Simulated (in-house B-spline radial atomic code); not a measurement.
PBE hybrid excitations of the caesium ion Cs⁺

Method: PBE hybrid with 0.8 exact exchange. Computed with an all-electron radial atomic-structure program (B-spline basis): linear response of the closed shell [Kr] 4d10 5s2 5p6 with the functional's adiabatic kernel; scalar-relativistic (spin-free one-electron X2C), finite nucleus, no spin-orbit coupling, no double excitations, S, P, D and F terms only; shells from n = 3 respond. Only terms of natural parity with L up to 3 were computed.

Spin-orbit coupling is strong here, so these LS terms don't match observed levels.

Command:
```bash
python run_td.py task.json out
```
Settings (radii: box in bohr, nucleus in fm):
```
Z                        55
electrons                54
configuration            [Kr] 4d10 5s2 5p6
hamiltonian              x2c
method                   pbeh
box_radius               41.61
exact_exchange_fraction  0.8
rms_radius               4.8041
intervals                74
```

Time taken, with all properties: 2.3 s on 1 thread of AMD EPYC 9R45 96-Core Processor (Zen 5), on a shared host.

The lowest states, in the order of their Tamm-Dancoff energies; the method's threshold (minus the highest occupied level) is 23.409 eV. Labels give the largest channel, * marks a mixed state, and oscillator strengths are full-response dipole values. Semilocal kernels can invert the small singlet-triplet splittings of Rydberg terms. Energies in eV:

```
      state  full response  Tamm-Dancoff  oscillator strength
5p → 5d 3P*              ?             ?                    -
 5p → 5d 3F         14.246        14.425                    -
5p → 6s 3P*              ?             ?                    -
 5p → 6s 1P         14.848        14.859                0.636
 5p → 5d 1F         15.404        15.436                    -
 5p → 6p 3S         16.457        16.480                    -
 5p → 6p 3D         16.971        16.986                    -
 5p → 6p 1D         17.112        17.117                    -
 5p → 6p 1S         17.640        17.706                    -
 5p → 5d 1P         17.461        17.767                 3.14
 5p → 7s 3P         19.354        19.357                    -
 5p → 7s 1P         19.436        19.439                0.148
 5p → 6d 3P         19.678        19.683                    -
 5p → 6d 3F         19.724        19.739                    -
 5p → 6d 1F         19.865        19.868                    -
 5p → 7p 3S         20.016        20.022                    -
```

(1) Where does 5p → 6s 3P lie?

(2) Where does 5p → 5d 3P lie?

(3) How large is the singlet-triplet splitting of 5p → 6s (P terms) in Tamm-Dancoff?

(4) What polarisabilities and dispersion coefficient does the method give?

Results:

(1) At 14.705 eV in full response, 14.721 eV in Tamm-Dancoff.

(2) At 13.849 eV in full response, 13.905 eV in Tamm-Dancoff.

(3) 0.138 eV, from the unrounded values.

(4) Dipole 15.42 bohr³, quadrupole 81.8 bohr⁵, C6 133.1 hartree·bohr⁶ for two such species.
